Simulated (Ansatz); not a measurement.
System: FeBr$_{2}$, charge 0, multiplicity 5. The spin state was set by rule; other spins were not relaxed. SMILES: [Br][Fe][Br]
Structure (B3LYP-D3(BJ)/def2-TZVP (Ansatz, a program for electronic structure) minimum search):
```
Fe
Br 1 2.2922
Br 1 2.2922 2 180.00
```
Charge 0, spin multiplicity 5.

Property: atomisation energy (electronic, to ground-state atoms), in kcal/mol. Cores are frozen in the correlated levels unless marked. UHF or UKS for open shells. Spin-orbit coupling is left out. The frozen core is the preceding noble-gas configuration, with the filled d and f shells of earlier blocks. Non-relativistic. The coupled-cluster limit lacks core correlation, which all-electron functionals hold. CBS(X,Y): correlation extrapolated as X^-3; Hartree-Fock from the larger set. [CCSD(T)-MP2]/basis is that difference in the basis named.

| level | program | atomisation energy (kcal/mol) |
|---|---|---|
| HF/def2-QZVPP | Ansatz | 131.5 |
| revPBE-D3(BJ)/def2-TZVPD | Ansatz + dftd3 | 171.3 |

### Question
Predict the RI-MP2/CBS(def2-TZVPPD,def2-QZVPPD)+[CCSD(T)-MP2]/def2-TZVPPD result (Ansatz).

### Answer
170.3 kcal/mol
